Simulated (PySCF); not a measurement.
Species: Si6Cl6 prismane, Si6Cl6.
Bonds: Si1–Cl2, Si1–Si3, Si1–Si5, Si1–Si9, Si3–Cl4, Si3–Si5, Si3–Si11, Si5–Cl6, Si5–Si7, Si7–Cl8, Si7–Si9, Si7–Si11, Si9–Cl10, Si9–Si11, Si11–Cl12.

The closed-shell ground state was solved at several levels (PySCF, density fitting, gas phase, non-relativistic). Isolated species at its PBE0-D3(BJ)/def2-SVP geometry (one conformer only).

```tsv
level	basis functions	HOMO (eV)	LUMO (eV)	gap (eV)	dipole (D)
KT2/pcSseg-1	288	-6.38	-4.59	1.79	0.04
wB97X-D/def2-SVPD	306	-8.77	-2.38	6.39	0.05
```

Task: What might PBE0/pcSseg-1 (288 basis functions) give for the same quantities?

Result: HOMO -7.28 eV, LUMO -3.87 eV, gap 3.41 eV, dipole 0.05 D.

Task: Over all these levels, which gives the widest orbital gap and which the narrowest?

Result: wB97X-D/def2-SVPD (range-separated hybrid) has the widest, 6.39 eV, and KT2/pcSseg-1 (GGA) the narrowest, 1.79 eV. Functional and basis both differ between the two, so the spread mixes both effects.

Task: How far do the dipole and the HOMO energy spread over the levels?

Result: The dipole runs from 0.04 to 0.05 D (mean 0.05 D) and the HOMO from -8.77 to -6.38 eV.
